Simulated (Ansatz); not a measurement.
`N[B]([SiH3])[GaH2]` + `CF` → `NB([SiH3])CF` + `[GaH3]`  (formal exchange of groups at a B–Ga bond)

Program: Ansatz. Geometries: PBE0-D4/def2-TZVP. ΔE: electronic, gas phase. CCSD(T)/CBS adds triple-zeta CCSD(T) − MP2 to the extrapolated MP2 energy (def2 sets, frozen cores). This one scheme is used for every species. DFT in def2-TZVPP. B3LYP here is the variant with VWN-RPA as its local correlation; programs differ in this. For Ga outer-core shells are correlated without core-valence functions, which leaves a few kJ/mol of doubt a bond. Scalar relativity is left out up to krypton. One conformer a species, not always the lowest.

```tsv
level	ΔE (kJ/mol)	difference from CCSD(T)/CBS
PBE-D4	-17.4	-1.7
r2SCAN-D4	-24.9	-9.2
PBE0-D4	-19.7	-4.0
B3LYP-D4	-21.2	-5.5
ωB97X-V	-26.4	-10.7
ωB97M-V	-27.0	-11.3
B2PLYP	-22.1	-6.4
PBE	-18.2	-2.5
r2SCAN	-25.0	-9.3
PBE0	-20.5	-4.8
B3LYP	-22.8	-7.1
HF/def2-TZVPP	-29.6	-13.9
MP2/def2-TZVPP	-18.6	-2.9
SCS-MP2/def2-TZVPP	-19.2	-3.5
CCSD/def2-TZVPP	-19.6	-3.9
CCSD(T)/def2-TZVPP	-18.0	-2.3
HF/def2-QZVPP	-30.4	-14.7
MP2/def2-QZVPP	-17.5	-1.8
SCS-MP2/def2-QZVPP	-18.6	-2.9
HF/CBS(def2)	-30.5	-14.8
MP2/CBS(def2)	-16.3	-0.6
CCSD/CBS(def2)	-17.3	-1.6
CCSD(T)/CBS	-15.7	0
```

Largest T1 diagnostic among the species: 0.014.

In def2-TZVPP, CCSD(T) changes the Hartree–Fock value by +11.6 kJ/mol (the triples alone add +1.6 kJ/mol) and MP2 by +11.0 kJ/mol.

CCSD(T)/CBS has its own doubt, a few kJ/mol and more with outer-core shells, so smaller differences from it don't rank the levels.
